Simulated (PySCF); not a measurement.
Ligand exchange on a metal centre used in film growth or etching (Ti F-H). All species are isolated molecules in the gas phase.

Level of theory: B3LYP-D3(BJ)/def2-TZVP // BP86-D3(BJ)/def2-SVP (PySCF). B3LYP has the VWN-RPA correlation part, as in Gaussian. 

| species | HOMO (eV) | LUMO (eV) |
|---|---|---|
| 0 of 4 F replaced by H | -12.23 | ___ |
| 1 of 4 F replaced by H ([Ti(F)3(H)]) | -9.53 | -3.42 |
| 2 of 4 F replaced by H ([Ti(F)2(H)2]) | ___ | -3.54 |
| 3 of 4 F replaced by H ([Ti(F)(H)3]) | -8.82 | -3.31 |
| 4 of 4 F replaced by H ([Ti(H)4]) | -8.63 | -3.25 |

Some entries are withheld; supply them.


- 0 of 4 F replaced by H, LUMO (eV): -3.56
- 2 of 4 F replaced by H ([Ti(F)2(H)2]), HOMO (eV): -9.08
